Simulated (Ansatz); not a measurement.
Species: sum formula CuO$_{2}$H$_{2}$ (charge 0, doublet). The spin state was set by rule; other spins were not relaxed. 
Geometry from a B3LYP-D3(BJ)/def2-TZVP (Ansatz, a first-principles code) optimisation:
SMILES: [OH][Cu][OH]
```xyz
5

Cu    -0.0005    -0.0017    -0.0011
O      1.3694     0.1708    -1.0828
H      1.9453     0.9295    -0.9338
O     -1.4120    -0.3191     0.9906
H     -1.5905     0.3068     1.7020
```
Charge 0, spin multiplicity 2.

Dipole moments at this geometry, in debye (magnitudes). The program attaches cautions to the BHLYP/def2-TZVPD run: asymmetric forces.

| level | program | dipole (D) |
|---|---|---|
| SVWN5/def2-TZVPD | Ansatz | 2.46 |
| BLYP/def2-TZVPD | Ansatz | 2.37 |
| revPBE/def2-TZVPD | Ansatz | 2.32 |
| r2SCAN/def2-TZVPD | Ansatz | 2.42 |
| B97M-V/def2-TZVPD | Ansatz | 2.40 |
| BHLYP/def2-TZVPD | Ansatz | … |
| r2SCAN0/def2-TZVPD | Ansatz | 2.55 |
| HSE06/def2-TZVPD | Ansatz | 2.50 |
| CAM-B3LYP/def2-TZVPD | Ansatz | 2.59 |
| LC-wPBE/def2-TZVPD | Ansatz | 2.61 |
| wB97M-V/def2-TZVPD | Ansatz | 2.53 |
| wB97X-V/def2-TZVPD | Ansatz | 2.55 |
| CCSD(T)/def2-SVPD | Ansatz | … |

### Question
Fill in the missing entries.

### Answer

- BHLYP/def2-TZVPD, dipole (D): 2.70
- CCSD(T)/def2-SVPD, dipole (D): 2.50
